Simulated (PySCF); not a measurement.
dimethyl diselenide (C$_{2}$H$_{6}$Se$_{2}$), singlet, at a GFN2-xTB geometry, with bond 7-1 at 1.6 times its length; DF-TPSS/def2-SVP (PySCF).

Input for PySCF:
```python
from pyscf import gto, scf, dft

mol = gto.M(
    atom='''
C     1.96855851   -1.17613388    0.15905438
Se    0.97949753    0.50754903    0.43355029
Se   -0.95991794    0.03942388   -0.69425543
C    -2.03741298   -0.74737573    0.75775304
H     2.96496543   -1.03041597    0.56454385
H     2.02239553   -1.38660484   -0.90507308
H     1.16581928   -2.46935764    0.99872467
H    -3.03451247   -0.91244136    0.36148533
H    -2.07384495   -0.05067966    1.59012976
H    -1.59842926   -1.69148076    1.06819576
''',
    basis='def2-svp',
    verbose=4,
)

mf = dft.RKS(mol)
mf.xc = 'tpss'
mf.init_guess = 'atom'
mf = mf.density_fit(auxbasis='def2-universal-jkfit')
mf.kernel()
mf.analyze()
```

The log (banner, timings and long lists left out):

```
PySCF version 2.14.0

[INPUT] verbose = 4
[INPUT] num. atoms = 10
[INPUT] num. electrons = 86
[INPUT] charge = 0
[INPUT] spin (= nelec alpha-beta = 2S) = 0
[INPUT] symmetry False subgroup None
[INPUT] Mole.unit = angstrom
[INPUT] Symbol           X                Y                Z      unit          X                Y                Z       unit  Magmom
[INPUT]  1 C      1.968558510000  -1.176133880000   0.159054380000 AA    3.720036444082  -2.222570919022   0.300569217112 Bohr   0.0
[INPUT]  2 Se     0.979497530000   0.507549030000   0.433550290000 AA    1.850982071388   0.959128661489   0.819291309326 Bohr   0.0
[INPUT]  3 Se    -0.959917940000   0.039423880000  -0.694255430000 AA   -1.813982008657   0.074500335968  -1.311952623192 Bohr   0.0
[INPUT]  4 C     -2.037412980000  -0.747375730000   0.757753040000 AA   -3.850152534834  -1.412335441847   1.431945715657 Bohr   0.0
[INPUT]  5 H      2.964965430000  -1.030415970000   0.564543850000 AA    5.602972631503  -1.947203977678   1.066833261808 Bohr   0.0
[INPUT]  6 H      2.022395530000  -1.386604840000  -0.905073080000 AA    3.821773667245  -2.620303390596  -1.710340243917 Bohr   0.0
[INPUT]  7 H      1.165819280000  -2.469357640000   0.998724670000 AA    2.203079149938  -4.666409643202   1.887316100147 Bohr   0.0
[INPUT]  8 H     -3.034512470000  -0.912441360000   0.361485330000 AA   -5.734397489877  -1.724264275126   0.683108271748 Bohr   0.0
[INPUT]  9 H     -2.073844950000  -0.050679660000   1.590129760000 AA   -3.918998980312  -0.095770677486   3.004909748920 Bohr   0.0
[INPUT] 10 H     -1.598429260000  -1.691480760000   1.068195760000 AA   -3.020593530891  -3.196435381371   2.018597433822 Bohr   0.0

nuclear repulsion = 541.250631511771
number of shells = 54
number of NR pGTOs = 238
number of NR cGTOs = 122
basis = def2-svp
ecp = {}

******** <class 'pyscf.df.df_jk.DFRKS'> ********
method = DFRKS
initial guess = atom
damping factor = 0
level_shift factor = 0
DIIS = <class 'pyscf.scf.diis.CDIIS'>
diis_start_cycle = 1
diis_space = 8
diis_damp = 0
SCF conv_tol = 1e-09
SCF conv_tol_grad = None
SCF max_cycles = 50
direct_scf = False
XC library pyscf.dft.libxc version 7.1.2
    S. Lehtola, C. Steigemann, M. J. T. Oliveira, and M. A. L. Marques,  SoftwareX 7, 1–5 (2018)
XC functionals = tpss
    J. Tao, J. P. Perdew, V. N. Staroverov, and G. E. Scuseria,  Phys. Rev. Lett. 91, 146401 (2003)
    J. P. Perdew, J. Tao, V. N. Staroverov, and G. E. Scuseria,  J. Chem. Phys. 120, 6898 (2004)
    J. Tao, J. P. Perdew, V. N. Staroverov, and G. E. Scuseria,  Phys. Rev. Lett. 91, 146401 (2003)
    J. P. Perdew, J. Tao, V. N. Staroverov, and G. E. Scuseria,  J. Chem. Phys. 120, 6898 (2004)
radial grids:
    Treutler-Ahlrichs [JCP 102, 346 (1995); DOI:10.1063/1.469408] (M4) radial grids

becke partition: Becke, JCP 88, 2547 (1988); DOI:10.1063/1.454033
pruning grids: <function nwchem_prune>
grids dens level: 3
symmetrized grids: False
atomic radii adjust function: <function treutler_atomic_radii_adjust>
small_rho_cutoff = 0
Set gradient conv threshold to 3.16228e-05
Initial guess from superposition of atomic densities.
Spherically averaged atomic HF for {'H', 'C', 'Se'}

******** <class 'pyscf.scf.atom_hf.AtomSphAverageRHF'> ********
method = AtomSphAverageRHF
initial guess = minao
damping factor = 0
level_shift factor = 0
DIIS = <class 'pyscf.scf.diis.CDIIS'>
diis_start_cycle = 1
diis_space = 8
diis_damp = 0
SCF conv_tol = 1e-09
SCF conv_tol_grad = None
SCF max_cycles = 50
direct_scf = True
direct_scf_tol = 1e-13
atom = C
Set gradient conv threshold to 3.16228e-05
Initial guess from minao.
init E= -37.2333149440104
cycle= 1 E= -37.2800860473189  delta_E= -0.0468  |g|=    0  |ddm|= 0.442
cycle= 2 E= -37.2840519877499  delta_E= -0.00397  |g|=    0  |ddm|= 0.177
cycle= 3 E= -37.2844600537634  delta_E= -0.000408  |g|=    0  |ddm|= 0.0341
cycle= 4 E= -37.2844632102069  delta_E= -3.16e-06  |g|=    0  |ddm|= 0.00702
cycle= 5 E= -37.2844632104837  delta_E= -2.77e-10  |g|=    0  |ddm|= 4.49e-05
Extra cycle  E= -37.284463210485  delta_E= -1.39e-12  |g|=    0  |ddm|= 4.1e-06
Atomic HF for atom  C  converged. SCF energy = -37.284463210485

******** <class 'pyscf.scf.atom_hf.AtomSphAverageRHF'> ********
method = AtomSphAverageRHF
initial guess = minao
damping factor = 0
level_shift factor = 0
DIIS = <class 'pyscf.scf.diis.CDIIS'>
diis_start_cycle = 1
diis_space = 8
diis_damp = 0
SCF conv_tol = 1e-09
SCF conv_tol_grad = None
SCF max_cycles = 50
direct_scf = True
direct_scf_tol = 1e-13
atom = Se
Set gradient conv threshold to 3.16228e-05
Initial guess from minao.
init E= -2398.321014493
cycle= 1 E= -2399.25028274811  delta_E= -0.929  |g|=    0  |ddm|= 0.258
cycle= 2 E= -2399.2503309809  delta_E= -4.82e-05  |g|=    0  |ddm|= 0.0158
cycle= 3 E= -2399.25033387013  delta_E= -2.89e-06  |g|=    0  |ddm|= 0.00655
cycle= 4 E= -2399.2503341909  delta_E= -3.21e-07  |g|=    0  |ddm|= 0.000962
cycle= 5 E= -2399.25033419394  delta_E= -3.04e-09  |g|=    0  |ddm|= 0.000339
cycle= 6 E= -2399.25033419398  delta_E= -3.55e-11  |g|=    0  |ddm|= 3.66e-05
Extra cycle  E= -2399.25033419398  delta_E= 2.73e-12  |g|=    0  |ddm|= 6.04e-07
Atomic HF for atom  Se  converged. SCF energy = -2399.25033419398

******** 1 electron system ********
Atomic HF for atom  H  converged. SCF energy = -0.499278405714347

tot grids = 127936
init E= -4882.40965215258
  HOMO = -0.266542505829675  LUMO = -0.145175746228476  gap/eV = 3.30256
cycle= 1 E= -4881.75771992127  delta_E= 0.652  |g|= 1.12  |ddm|= 3.42
  HOMO = -0.168157299065804  LUMO = -0.0525242999493827  gap/eV = 3.14653
cycle= 2 E= -4881.00925533778  delta_E= 0.748  |g|= 1.74  |ddm|= 2.79
  HOMO = -0.186546416191859  LUMO = -0.0774896462508261  gap/eV = 2.96759
cycle= 3 E= -4882.07867590497  delta_E= -1.07  |g|= 0.261  |ddm|= 2.18
  HOMO = -0.20500650286824  LUMO = -0.0703135997010906  gap/eV = 3.66518
cycle= 4 E= -4882.09476665096  delta_E= -0.0161  |g|= 0.157  |ddm|= 0.562
  HOMO = -0.203571711211433  LUMO = -0.0717500223142542  gap/eV = 3.58705
cycle= 5 E= -4882.10164162926  delta_E= -0.00687  |g|= 0.0544  |ddm|= 0.241
  HOMO = -0.20158849533101  LUMO = -0.0697093729997795  gap/eV = 3.58861
cycle= 6 E= -4882.10255685586  delta_E= -0.000915  |g|= 0.0182  |ddm|= 0.0995
  HOMO = -0.202196921684655  LUMO = -0.0696795275674207  gap/eV = 3.60598
cycle= 7 E= -4882.10269435551  delta_E= -0.000137  |g|= 0.00302  |ddm|= 0.0318
  HOMO = -0.202235859342809  LUMO = -0.06966354285426  gap/eV = 3.60748
cycle= 8 E= -4882.1026960838  delta_E= -1.73e-06  |g|= 0.00183  |ddm|= 0.00627
  HOMO = -0.202175472289443  LUMO = -0.0697150908227533  gap/eV = 3.60443
cycle= 9 E= -4882.10269706615  delta_E= -9.82e-07  |g|= 0.000415  |ddm|= 0.00289
  HOMO = -0.202229567901743  LUMO = -0.069737699010235  gap/eV = 3.60529
cycle= 10 E= -4882.10269711468  delta_E= -4.85e-08  |g|= 6.43e-05  |ddm|= 0.000729
  HOMO = -0.202226254364857  LUMO = -0.0697325987485589  gap/eV = 3.60534
cycle= 11 E= -4882.10269711575  delta_E= -1.07e-09  |g|= 1.04e-05  |ddm|= 0.000109
  HOMO = -0.202225025325847  LUMO = -0.0697320962859584  gap/eV = 3.60532
cycle= 12 E= -4882.10269711579  delta_E= -3.46e-11  |g|= 6.09e-06  |ddm|= 2.19e-05
  HOMO = -0.20222544519988  LUMO = -0.0697323522708762  gap/eV = 3.60532
Extra cycle  E= -4882.10269711576  delta_E= 2.64e-11  |g|= 1.13e-05  |ddm|= 1.86e-05
converged SCF energy = -4882.10269711576
**** SCF Summaries ****
Total Energy =                       -4882.102697115760748
Nuclear Repulsion Energy =             541.250631511770848
One-electron Energy =                -7871.695690739164093
Two-electron Energy =                 2448.342362111632610
Two-electron Coulomb Energy =         2635.479030541467182
DFT Exchange-Correlation Energy =     -187.136668429834373
HOMO-LUMO gap [eV] =                     3.605320696674862
**** MO energy ****
MO #1   energy= -452.750017833682  occ= 2
MO #2   energy= -452.744588369509  occ= 2
MO #3   energy= -57.5259496799245  occ= 2
MO #4   energy= -57.5206905237435  occ= 2
MO #5   energy= -51.6122500928493  occ= 2
MO #6   energy= -51.6110145582631  occ= 2
MO #7   energy= -51.607939205193   occ= 2
MO #8   energy= -51.6071135911967  occ= 2
MO #9   energy= -51.6057145583553  occ= 2
MO #10  energy= -51.6025376138604  occ= 2
MO #11  energy= -10.0648771274347  occ= 2
MO #12  energy= -10.028312193591   occ= 2
MO #13  energy= -7.61654078074924  occ= 2
MO #14  energy= -7.61133370840687  occ= 2
MO #15  energy= -5.58148117948695  occ= 2
MO #16  energy= -5.57691727942285  occ= 2
MO #17  energy= -5.57670842798201  occ= 2
MO #18  energy= -5.57166737801844  occ= 2
MO #19  energy= -5.56628574955521  occ= 2
MO #20  energy= -5.56064592092343  occ= 2
MO #21  energy= -1.98713056758538  occ= 2
MO #22  energy= -1.98631877823291  occ= 2
MO #23  energy= -1.98158246683609  occ= 2
MO #24  energy= -1.98132372740466  occ= 2
MO #25  energy= -1.97796169780701  occ= 2
MO #26  energy= -1.97455740255691  occ= 2
MO #27  energy= -1.97287942978135  occ= 2
MO #28  energy= -1.97269638897109  occ= 2
MO #29  energy= -1.96902798026431  occ= 2
MO #30  energy= -1.96718014468986  occ= 2
MO #31  energy= -0.72351827242364  occ= 2
MO #32  energy= -0.674263869087665 occ= 2
MO #33  energy= -0.602944899960568 occ= 2
MO #34  energy= -0.534642902983312 occ= 2
MO #35  energy= -0.401989614203335 occ= 2
MO #36  energy= -0.393083404102037 occ= 2
MO #37  energy= -0.388810948806967 occ= 2
MO #38  energy= -0.347146085908416 occ= 2
MO #39  energy= -0.320912208605769 occ= 2
MO #40  energy= -0.310431359196375 occ= 2
MO #41  energy= -0.27534842956019  occ= 2
MO #42  energy= -0.203152097081086 occ= 2
MO #43  energy= -0.20222544519988  occ= 2
MO #44  energy= -0.0697323522708762 occ= 0
MO #45  energy= -0.0545777752632892 occ= 0
MO #46  energy= -0.00259566156398616 occ= 0
MO #47  energy= 0.00736924519563775 occ= 0
MO #48  energy= 0.0729233892657368 occ= 0
MO #49  energy= 0.0870904787985207 occ= 0
MO #50  energy= 0.111039967723916  occ= 0
MO #51  energy= 0.114902306170593  occ= 0
 ** Mulliken pop on meta-lowdin orthogonal AOs  **
 ** Mulliken pop  **
 ** Mulliken atomic charges  **
charge of    0C =     -0.29760
charge of    1Se =      0.05835
charge of    2Se =      0.02526
charge of    3C =     -0.34782
charge of    4H =      0.11986
charge of    5H =      0.12286
charge of    6H =     -0.02149
charge of    7H =      0.11449
charge of    8H =      0.11391
charge of    9H =      0.11219
Dipole moment(X, Y, Z, Debye): -0.18294, -0.77552,  0.46442
```
